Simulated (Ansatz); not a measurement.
`CCC(CC(C)c1ccc(OC(C)=O)cc1)c1ccc(OC(C)=O)cc1` with charge -1. Charge -1, multiplicity 2. Geometry r2SCAN-D4/def2-SVP, that of the neutral singlet.

Cartesian coordinates in Å:
```
C -3.1617 -1.3344 -3.0915
C -2.7655 -0.4694 -1.9019
C -1.2549 -0.4830 -1.5943
C -0.9383 0.4988 -0.4515
C 0.5557 0.7974 -0.1953
C 1.2959 -0.3080 0.5704
C 0.6961 2.1308 0.5160
C 0.2219 2.3070 1.8267
C 0.3270 3.5395 2.4715
C 0.9168 4.6173 1.8080
O 1.0481 5.7953 2.5318
C 0.7228 7.0006 1.9697
C 0.9866 8.0998 2.9573
O 0.2961 7.1321 0.8539
C 1.4056 4.4725 0.5087
C 1.2860 3.2317 -0.1221
C -0.7600 -1.8924 -1.3427
C 0.1568 -2.5044 -2.2089
C 0.6272 -3.7981 -1.9702
C 0.1682 -4.4991 -0.8558
O 0.6240 -5.8007 -0.7008
C 1.1023 -6.2226 0.5124
C 1.4982 -7.6673 0.4193
O 1.1790 -5.5218 1.4853
C -0.7632 -3.9251 0.0147
C -1.2172 -2.6313 -0.2383
H -2.9296 -2.3964 -2.9139
H -4.2400 -1.2555 -3.2997
H -2.6225 -1.0266 -4.0034
H -3.3176 -0.7933 -0.9999
H -3.0705 0.5771 -2.0812
H -0.7336 -0.1118 -2.4983
H -1.4379 1.4524 -0.6967
H -1.4103 0.1465 0.4854
H 1.0395 0.9119 -1.1839
H 2.3328 -0.0006 0.7788
H 1.3241 -1.2524 0.0098
H 0.8077 -0.5152 1.5370
H -0.2401 1.4688 2.3577
H -0.0383 3.6820 3.4917
H 2.0635 8.1370 3.1824
H 0.4676 7.8939 3.9049
H 0.6570 9.0577 2.5389
H 1.8649 5.3172 -0.0060
H 1.6649 3.1170 -1.1432
H 0.5200 -1.9527 -3.0822
H 1.3465 -4.2767 -2.6395
H 2.1940 -7.8181 -0.4189
H 0.6060 -8.2771 0.2099
H 1.9568 -7.9852 1.3626
H -1.1187 -4.4813 0.8832
H -1.9396 -2.1837 0.4520
```

Single mean-field runs in def2-TZVP are fitted with def2-universal-jkfit. At LDA (SPW92)/def2-TZVP, PBE-D4/def2-TZVP, PBE0-D4/def2-TZVP the highest occupied level of the charge -1 doublet lies above zero (up to 1.74 eV). Energy differences disagree on whether the electron is bound (positive means bound): -0.62 eV (vertical, against the charge 0 singlet, at PBE0-D4/def2-TZVP), but 0.08 eV at LDA (SPW92)/def2-TZVP. At LDA (SPW92)/def2-TZVP, PBE-D4/def2-TZVP the gap within one spin of the charge -1 doublet nearly closes, so an electron or hole may be smeared out by delocalisation error.

Estimate the α-spin orbital energies around the gap (eV) in Ansatz with LDA (SPW92)/def2-TZVP, PBE-D4/def2-TZVP, PBE0-D4/def2-TZVP.


```
orbital  LDA (SPW92)/def2-TZVP  PBE-D4/def2-TZVP  PBE0-D4/def2-TZVP
 HOMO−5                  -3.61             -3.38              -4.90
 HOMO−4                  -3.30             -3.08              -4.27
 HOMO−3                  -3.29             -3.05              -4.12
 HOMO−2                  -2.88             -2.68              -3.70
 HOMO−1                  -2.77             -2.56              -3.51
   HOMO                   1.48              1.70               1.74
   LUMO                   1.44              1.66               2.11
 LUMO+1                   1.55              1.82               2.67
 LUMO+2                   1.59              1.84               2.82
 LUMO+3                   2.16              2.39               3.24
 LUMO+4                   2.22              2.44               3.32
 LUMO+5                   2.63              2.82               3.59
 β HOMO                  -2.66             -2.42              -3.21
 β LUMO                   1.61              1.88               2.80
```
